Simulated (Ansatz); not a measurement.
**Energy on a grid of two coordinates**

BHOF₂ (SMILES OB(F)F), closed shell, PBE0-D4/def2-TZVP minimum:

O1  (0.021, 0.983, 0.184)
B2  (0.113, -0.358, 0.129)
F3  (0.692, -1.009, 1.117)
F4  (-0.362, -1.059, -0.893)
H5  (-0.415, 1.368, -0.579)
(Å)

Rows set the bond length B2–F3 (Å; 1.317 at the minimum), columns the bond length B2–F4 (Å; 1.327), set in this order; the parts move rigidly, in a bend the first-named atom's side turns in the plane, and in a torsion the whole end group turns. CCSD(T) energies count from the value at that structure, in kJ/mol. Computed with Ansatz 0.2.0 (basis: def2-TZVPP); correlated methods freeze the cores.

```csv
B2–F3 \ B2–F4,1.195,1.234,1.290,1.356,1.430,1.509,1.593
1.159,146.0,114.5,89.1,?,92.3,118.3,155.8
1.226,82.6,52.8,29.7,24.4,37.6,65.7,105.0
1.323,51.6,24.0,3.7,1.3,17.2,47.8,?
1.437,69.5,43.8,26.1,26.3,44.8,77.9,?
1.563,123.3,99.4,83.9,86.4,107.1,142.1,187.5
1.699,?,175.3,161.6,165.9,188.4,224.9,271.8
1.844,281.2,259.7,247.4,253.1,276.9,314.6,362.4
```

Task: Fill in the withheld cells. (To be estimated.)

Result: Computed: (1.159, 1.356): 81.4; (1.323, 1.593): 89.4; (1.437, 1.593): 121.6; (1.699, 1.195): 197.8 kJ/mol. These count from the CCSD(T) energy at the PBE0-D4 minimum.

The same grid for a cheaper method: MP2 − CCSD(T), both counted from the minimum, in kJ/mol:
```json
{"B2–F3 \\ B2–F4": "1.159", "1.195": "2.4", "1.234": "2.0", "1.290": "1.5", "1.356": "0.9", "1.430": "0.2", "1.509": "-0.6", "1.593": "-1.4"}
{"B2–F3 \\ B2–F4": "1.226", "1.195": "1.9", "1.234": "1.6", "1.290": "1.1", "1.356": "0.4", "1.430": "-0.3", "1.509": "-1.1", "1.593": "-1.8"}
{"B2–F3 \\ B2–F4": "1.323", "1.195": "1.1", "1.234": "0.8", "1.290": "0.3", "1.356": "-0.3", "1.430": "-1.0", "1.509": "-1.7", "1.593": "-2.5"}
{"B2–F3 \\ B2–F4": "1.437", "1.195": "0.2", "1.234": "-0.1", "1.290": "-0.6", "1.356": "-1.2", "1.430": "-1.8", "1.509": "-2.5", "1.593": "-3.2"}
{"B2–F3 \\ B2–F4": "1.563", "1.195": "-0.8", "1.234": "-1.1", "1.290": "-1.5", "1.356": "-2.1", "1.430": "-2.6", "1.509": "-3.2", "1.593": "-3.8"}
{"B2–F3 \\ B2–F4": "1.699", "1.195": "-1.6", "1.234": "-1.9", "1.290": "-2.3", "1.356": "-2.7", "1.430": "-3.3", "1.509": "-3.8", "1.593": "-4.2"}
{"B2–F3 \\ B2–F4": "1.844", "1.195": "-2.0", "1.234": "-2.3", "1.290": "-2.6", "1.356": "-3.0", "1.430": "-3.4", "1.509": "-3.8", "1.593": "-4.2"}
```

No T1 diagnostic of these runs exceeds 0.018.

For scale, one of the runs: CCSD(T)/def2-TZVPP, 138 basis functions (an equivalent command: `ansatz run in.yaml --threads 2`). The run took 11 s on 2 CPU threads (shared host), with 0.88 GiB of host memory at its peak.
